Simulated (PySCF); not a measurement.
A GIAO shielding run with PySCF 2.14 (density fitting, non-relativistic, gas phase) on SMILES CC[C@@H]1CC[C@H](Cl)[SiH2]O1, C6H13ClOSi:

```
$ OMP_NUM_THREADS=1 python probes_run.py task.json out

{"job": {"kind": "nmr", "xc": "PBE0", "basis": "pcSseg-1"}, "charge": 0, "multiplicity": 1}
C     -2.965156     0.657287     0.257211
C     -1.924926    -0.428402     0.502637
C     -0.609093    -0.124177    -0.217650
C      0.391713    -1.268431    -0.057233
C      1.720692    -1.005817    -0.764996
C      2.520045     0.109963    -0.105968
Cl     3.072328    -0.436658     1.513405
Si     1.398791     1.652068     0.090785
O     -0.092032     1.079153     0.311126
H     -3.226810     0.704758    -0.797810
H     -2.567545     1.622710     0.559089
H     -3.867760     0.454875     0.828219
H     -2.300614    -1.393439     0.157425
H     -1.718495    -0.502818     1.571577
H     -0.808937     0.034876    -1.287825
H      0.580753    -1.415973     1.007866
H     -0.058480    -2.179025    -0.456026
H      1.532013    -0.715261    -1.803204
H      2.307377    -1.928545    -0.775720
H      3.437287     0.289051    -0.666989
H      1.514247     2.403048    -1.165887
H      1.654191     2.410142     1.299117
```

Hardware: 1 thread of an Arm Neoverse N1, shared host. The job also computes population analyses, field gradients, ring-centre shieldings.

Q: How large is the calculation?

A: 88 electrons, 232 basis functions and 1247 auxiliary functions.

Q: How long does it take, and how much memory does it need?

A: 98 s of wall time, with 13 SCF cycles and 4 response iterations; peak memory 1.1 GiB. Times on a shared host scatter by some tens of per cent.
